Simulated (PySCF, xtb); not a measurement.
C2H7FSi2, SMILES F[SiH2]/C=C\[SiH3].

xtb with GFN2-xTB at its own geometry gives an orbital gap of 3.60 eV and a dipole moment of 1.77 D.

The structure is a stationary point at PBE0-D3(BJ)/def2-SVP. The structure was generated by enumeration; whether it is a known compound was not checked. One conformer was computed; it need not be the lowest.

Q: What does PBE0/def2-TZVP in PySCF give? (The exact figures need the calculation; the answer reports its results.)

A: gap 6.81 eV (levels -8.12 and -1.30 eV), dipole 1.97 D.
